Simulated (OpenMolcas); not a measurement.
Ni4+ (d6) among equal point charges was computed by CASSCF with the d shell active (OpenMolcas, ANO-RCC-VTZP on the metal). Its lowest spin-free states, and all those of the highest spin:

```json
{"2S+1": "5", "Degeneracy": "2", "E (cm-1)": "0.0"}
{"2S+1": "5", "Degeneracy": "2", "E (cm-1)": "7956"}
{"2S+1": "5", "Degeneracy": "1", "E (cm-1)": "12512"}
{"2S+1": "3", "Degeneracy": "2", "E (cm-1)": "30717"}
{"2S+1": "3", "Degeneracy": "1", "E (cm-1)": "31071"}
{"2S+1": "3", "Degeneracy": "2", "E (cm-1)": "31336"}
{"2S+1": "3", "Degeneracy": "2", "E (cm-1)": "31596"}
{"2S+1": "3", "Degeneracy": "2", "E (cm-1)": "32654"}
{"2S+1": "3", "Degeneracy": "1", "E (cm-1)": "34853"}
{"2S+1": "3", "Degeneracy": "2", "E (cm-1)": "35692"}
{"2S+1": "3", "Degeneracy": "2", "E (cm-1)": "36693"}
{"2S+1": "3", "Degeneracy": "2", "E (cm-1)": "37554"}
```

Problem. Is the site octahedral, tetrahedral or cube-like, axial, or of lower symmetry?

Solution. The states with 2S+1 = 5 have orbital degeneracies 2, 2, 1. There are pairs but no triples, so the site is axial: not cubic, but with a proper or improper axis of order three or more. The run had Ni4+ among 2 point charges of -1.5 e arranged as a linear pair (D∞h), 1.59 Å from the ion.

Without dynamic correlation the repulsion within the d shell is too large (B by tens of per cent), so at a given field states of lower spin stand too high. Point charges give a weaker field than real ligands, and real ions of this kind are often low spin; the high spin found here belongs to the model. Point charges carry no covalency, so the field is a model and not that of real ligands. No measured value stands beside these numbers.
